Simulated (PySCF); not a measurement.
```xyz
3
charge 0 multiplicity 1, angstrom
Y    -1.2452    0.0000   -0.8726
O    -2.8403    0.0000   -0.0581
I     1.2296    0.0000    0.6182
```

All numbers come from PBE0 in PySCF with Y def2-TZVP with ECP28, O def2-TZVP, I def2-TZVP with ECP28; scalar-relativistic core potentials, no spin–orbit coupling; density-fitted integrals.

This geometry of YOI is a stationary point at this level.

Q: What is the point group?

A: Cs.

Q: Is it a minimum?

A: Yes: all harmonic wavenumbers are real.

Q: What are the dipole moment and the gap between the highest occupied and lowest empty levels?

A: 7.05 D and 4.27 eV.

Q: Give the atomic charges and bond orders.

A: 
```
atom  Mulliken  Löwdin  polar tensor  Mayer order to Y1
  Y1      1.12    0.38          1.79                  –
  O2     -0.63   -0.34         -1.14               2.11
  I3     -0.49   -0.05         -0.65               0.90
```

Q: Give the ideal-gas entropy at 298.15 K and 1 bar by parts.

A: translation 176.8, rotation 114.9, vibration 24.4, spin 0.0; total 316.0 J/(mol K).

Only a few start shapes were tried, so a lower isomer may exist.
